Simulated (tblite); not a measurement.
Run record: tight-binding relaxation, `C([B]Br)#C` [radical].

Computed with GFN2-xTB geometry optimisation, gas phase (tblite 0.8.0). Start geometry: from a force field or distance geometry. A driver script takes a list of jobs; this job's settings line and coordinates (Å) are shown.

Input:
```
{"job": {"kind": "relax", "xc": "GFN2-xTB", "basis": "xTB"}, "charge": 0, "multiplicity": 2}
C     -1.360100     0.028800     0.060800
C     -0.214700    -0.295100     0.045900
B      1.274000    -0.724000     0.051300
Br     2.696800     0.672300    -0.120800
H     -2.387400     0.320900     0.074500
```

Output:
```
step      E/eV     max force
  0    -271.21647    4.358
  1    -271.17381    7.077
  2    -271.45112    1.547
  3    -271.52521    1.027
  4    -271.54458    0.592
  5    -271.54922    0.248
  6    -271.55211    0.248
  7    -271.55709    0.452
  8    -271.56751    0.701
  9    -271.58381    0.939
... (5 lines left out)
 15    -271.61691    0.216
 16    -271.61869    0.140
 17    -271.61987    0.078
 18    -271.62020    0.070
 19    -271.62044    0.063
 20    -271.62071    0.041
 21    -271.62087    0.046
 22    -271.62100    0.033
 23    -271.62103    0.012
 24    -271.62104    0.002
```

«max force» is the largest atomic force in eV/Å.

**Question.** From which step on does the largest force stay under 0.1 eV/Å, and how much energy is left to gain from there?

**Answer.** From step 17 (0.078 eV/Å), 1.2 meV above the end.

In short: energy lowered by 9.3 kcal/mol over 24 steps; largest atomic force 0.002 eV/Å at the end.

On one thread, Arm Neoverse V2 (aarch64), no GPU, shared host with 96 logical CPUs at a one-minute load of 58, this took under 0.1 s of wall time.
Labels such as C1 count atoms from 1, the log's own numbers from 0.
